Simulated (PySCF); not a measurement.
C₃H₇FOSi, SMILES C=CC[Si@H](O)F.

Geometry optimised at ωB97X-D3(BJ)/def2-SVP. The structure was generated by enumeration; whether it is a known compound was not checked. One conformer was computed; it need not be the lowest.

Two levels are set side by side: TDDFT-PBE/def2-SVPD (PySCF) and TDDFT-CAM-B3LYP/def2-SVPD (PySCF). Vertical, same geometry. The lowest singlet is HOMO→LUMO+1 66 %, HOMO→LUMO 33 % with PBE and HOMO→LUMO 54 %, HOMO→LUMO+1 42 % with the other functional; states are paired by order. Differences are taken from unrounded values.

```tsv
quantity	TDDFT-CAM-B3LYP
lowest singlet excitation (eV)	6.80
lowest triplet excitation (TDA) (eV)	4.18
first bright state (f over 0.05) (eV)	6.80
its oscillator strength	0.25
```

What does TDDFT-PBE give, and how far is it from TDDFT-CAM-B3LYP? (An estimate is asked for; the answer gives what the named calculation found.)


| quantity | TDDFT-PBE | TDDFT-PBE minus TDDFT-CAM-B3LYP |
|---|---|---|
| lowest singlet excitation (eV) | 5.69 | -1.11 |
| lowest triplet excitation (TDA) (eV) | 4.24 | 0.06 |
| first bright state (f over 0.05) (eV) | 6.31 | -0.49 |
| its oscillator strength | 0.07 | -0.19 |

A lower first singlet is the usual sign of a functional without exact exchange. Differences between two approximate levels are no errors against the true value.

Rough cost on one machine, each run with all the roots and properties that it gave: TDDFT-CAM-B3LYP against TDDFT-PBE about 7 times.
